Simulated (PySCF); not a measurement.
C$_{3}$H$_{9}$B, charge +1, doublet, geometry from GFN2-xTB (a state made from the parent by changing its charge; the spin is typed, not shown lowest); MP2/STO-3G (PySCF).

Here is a job for PySCF.
```python
from pyscf import gto, scf, mp

mol = gto.M(
    atom='''
B    -0.05647573    0.05517160   -0.05364308
C     1.51411882   -0.13791460   -0.22617234
H     2.02755724   -0.85500214    0.40558796
H     1.94104364    0.84853152   -0.03424725
H     1.65529476   -0.43161225   -1.26820282
C    -0.49203480   -0.76952308    1.23631151
H    -1.34235646   -1.37537941    0.91708171
H    -0.79808470   -0.01384345    1.96257438
H     0.23345189   -1.41985028    1.71348884
C    -0.97605379    0.86460885   -0.96549414
H    -1.85392301    1.28359200   -0.46707029
H    -1.36351003    0.23270689   -1.76988686
H    -0.49327601    1.71197205   -1.45898050
''',
    basis='sto-3g',
    charge=1,
    spin=1,
    verbose=4,
)

mf = scf.UHF(mol)
mf.kernel()

pt = mp.MP2(mf)
pt.kernel()
print('E(MP2) = %.10f' % pt.e_tot)
```

It wrote (shortened):

```
PySCF version 2.14.0

[INPUT] verbose = 4
[INPUT] num. atoms = 13
[INPUT] num. electrons = 31
[INPUT] charge = 1
[INPUT] spin (= nelec alpha-beta = 2S) = 1
[INPUT] symmetry False subgroup None
[INPUT] Mole.unit = angstrom
[INPUT] Symbol           X                Y                Z      unit          X                Y                Z       unit  Magmom
[INPUT]  1 B     -0.056475730000   0.055171600000  -0.053643080000 AA   -0.106723662385   0.104259213854  -0.101370729678 Bohr   0.0
[INPUT]  2 C      1.514118820000  -0.137914600000  -0.226172340000 AA    2.861269889850  -0.260620822579  -0.427403779552 Bohr   0.0
[INPUT]  3 H      2.027557240000  -0.855002140000   0.405587960000 AA    3.831527885479  -1.615719880517   0.766450163821 Bohr   0.0
[INPUT]  4 H      1.941043640000   0.848531520000  -0.034247250000 AA    3.668040875429   1.603492180861  -0.064717923020 Bohr   0.0
[INPUT]  5 H      1.655294760000  -0.431612250000  -1.268202820000 AA    3.128053751828  -0.815628944507  -2.396556000201 Bohr   0.0
[INPUT]  6 C     -0.492034800000  -0.769523080000   1.236311510000 AA   -0.929811015755  -1.454187867732   2.336290158547 Bohr   0.0
[INPUT]  7 H     -1.342356460000  -1.375379410000   0.917081710000 AA   -2.536686070941  -2.599090402266   1.733033265748 Bohr   0.0
[INPUT]  8 H     -0.798084700000  -0.013843450000   1.962574380000 AA   -1.508161507206  -0.026160329119   3.708728077288 Bohr   0.0
[INPUT]  9 H      0.233451890000  -1.419850280000   1.713488840000 AA    0.441160135362  -2.683128167087   3.238024625099 Bohr   0.0
[INPUT] 10 C     -0.976053790000   0.864608850000  -0.965494140000 AA   -1.844474345944   1.633873931375  -1.824519499472 Bohr   0.0
[INPUT] 11 H     -1.853923010000   1.283592000000  -0.467070290000 AA   -3.503406744929   2.425637335683  -0.882634929021 Bohr   0.0
[INPUT] 12 H     -1.363510030000   0.232706890000  -1.769886860000 AA   -2.576660524797   0.439752289399  -3.344601436866 Bohr   0.0
[INPUT] 13 H     -0.493276010000   1.711972050000  -1.458980500000 AA   -0.932156562718   3.235158307410  -2.757073566081 Bohr   0.0

nuclear repulsion = 113.205702873778
number of shells = 21
number of NR pGTOs = 87
number of NR cGTOs = 29
basis = sto-3g
ecp = {}

******** <class 'pyscf.scf.uhf.UHF'> ********
method = UHF
initial guess = minao
damping factor = 0
level_shift factor = 0
DIIS = <class 'pyscf.scf.diis.CDIIS'>
diis_start_cycle = 1
diis_space = 8
diis_damp = 0
SCF conv_tol = 1e-09
SCF conv_tol_grad = None
SCF max_cycles = 50
direct_scf = True
direct_scf_tol = 1e-13
number electrons alpha = 16  beta = 15
Set gradient conv threshold to 3.16228e-05
init E= -142.237900769088

cycle= 1 E= -141.491181572637  delta_E= 0.747  |g|= 0.22  |ddm|= 2.74
cycle= 2 E= -141.531481258553  delta_E= -0.0403  |g|= 0.0543  |ddm|= 0.38
cycle= 3 E= -141.534519668046  delta_E= -0.00304  |g|= 0.0178  |ddm|= 0.0969
cycle= 4 E= -141.534902520729  delta_E= -0.000383  |g|= 0.00558  |ddm|= 0.0365
cycle= 5 E= -141.53495662566  delta_E= -5.41e-05  |g|= 0.00261  |ddm|= 0.013
cycle= 6 E= -141.534971139085  delta_E= -1.45e-05  |g|= 0.000957  |ddm|= 0.00862
cycle= 7 E= -141.534973355772  delta_E= -2.22e-06  |g|= 0.000266  |ddm|= 0.0037
cycle= 8 E= -141.53497354408  delta_E= -1.88e-07  |g|= 8.31e-05  |ddm|= 0.00102
cycle= 9 E= -141.534973563539  delta_E= -1.95e-08  |g|= 2.58e-05  |ddm|= 0.000314
cycle= 10 E= -141.534973565462  delta_E= -1.92e-09  |g|= 1.05e-05  |ddm|= 8.93e-05
cycle= 11 E= -141.534973565855  delta_E= -3.93e-10  |g|= 3.76e-06  |ddm|= 4.07e-05
Extra cycle  E= -141.534973565887  delta_E= -3.22e-11  |g|= 2.4e-06  |ddm|= 7.2e-06
converged SCF energy = -141.534973565887  <S^2> = 0.76167953  2S+1 = 2.0116456

******** <class 'pyscf.mp.ump2.UMP2'> ********
nocc = (np.int64(16), np.int64(15)), nmo = (29, 29)
E(UMP2) = -141.725828166782  E_corr = -0.190854600895398
E(SCS-UMP2) = -141.742928727226  E_corr = -0.207955161339313
E_corr(same-spin) = -0.0243119535405751
E_corr(oppo-spin) = -0.166542647354823
E(MP2) = -141.7258281668
```
